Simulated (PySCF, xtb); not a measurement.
W(F)5(OH) (F₅HOW), SMILES [OH][W]([F])([F])([F])([F])[F], multiplicity 1.

GFN2-xTB (xtb 6.7.1) at its own geometry gives an orbital gap of 6.55 eV and a dipole moment of 4.09 D.

Geometry optimised at B3LYP-D3(BJ)/def2-SVP. The spin state was assumed, not searched. The isomer is the one that the SMILES or the coordinates give; other isomers of the formula were not compared. The def2 effective core potentials stand for the cores of W; spin–orbit coupling is left out. Other conformers were not sampled.

Problem. What does PySCF with ωB97X/def2-TZVP give? (An estimate is asked for; the answer gives what the named calculation found.)

Solution. gap 12.07 eV (levels -13.98 and -1.91 eV), dipole 4.03 D.
